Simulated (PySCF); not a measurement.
# Electronic absorption of C4H6B2O2

C4H6B2O2.
Numbering: `[BH2:1][O:2][BH:3][c:4]1[cH:5][cH:6][cH:7][o:8]1` (hydrogens: H9, H10 on B1; H11 on B3; H12 on C5; H13 on C6; H14 on C7)

Method: PySCF 2.14.0, density-fitted response routines, TDDFT CAM-B3LYP/def2-SVPD, vertical, gas phase, core orbitals frozen in the response. Isolated species at its PBE0-D3(BJ)/def2-SVP geometry (one conformer only).

| state | E (eV) | E (hartree) | f | symmetry | main configurations (H = HOMO, L = LUMO) |
| --- | --- | --- | --- | --- | --- |
| S1 | 5.14 | 0.1889 | 0.420 | A′ | H→L (97%) |
| S2 | 5.74 | 0.2109 | 0.0002 | – | H→L+1 (49%), H-2→L+1 (42%) |
| S3 | 6.25 | 0.2298 | 0.0025 | A″ | H-3→L (95%) |
| S4 | 6.31 | 0.2318 | 0.013 | A′ | H-1→L (83%), H→L+4 (10%) |
| S5 | 6.63 | 0.2436 | 0.0012 | – | H→L+2 (37%), H-2→L+1 (27%), H→L+1 (23%) |
| S6 | 6.79 | 0.2495 | 0.0001 | – | H→L+2 (34%), H→L+1 (23%), H-2→L+1 (22%) |

The lowest singlet comes at 241 nm (496 kJ/mol) in the ultraviolet; it is strong; its leading configuration is HOMO→LUMO (97%). The lowest level is also the most intense of those listed (f = 0.420). Löwdin shares by element: HOMO carbon 77% (atoms not listed hold the other 23%); LUMO carbon 28% or more, boron 25% or more, oxygen 12% or more (atoms not listed hold the other 35%). Weighted by f, the mean energy of these states is 5.19 eV. The oscillator strengths of these states sum to 0.437; summed over the whole spectrum of an exact calculation they would give the number of electrons, 56 (Thomas–Reiche–Kuhn). Of the 6 states listed, 2 reach f = 0.01 and 2 stay under 0.0005. No computed singlet lies in the visible range (380 to 750 nm); the lowest, at 241 nm, stands 1.88 eV above its violet end (3.26 eV). Symmetry labels in Cs follow from the direction of the transition dipole and are given only for states with f of 0.002 or more. The window holds the lowest 6 singlets.
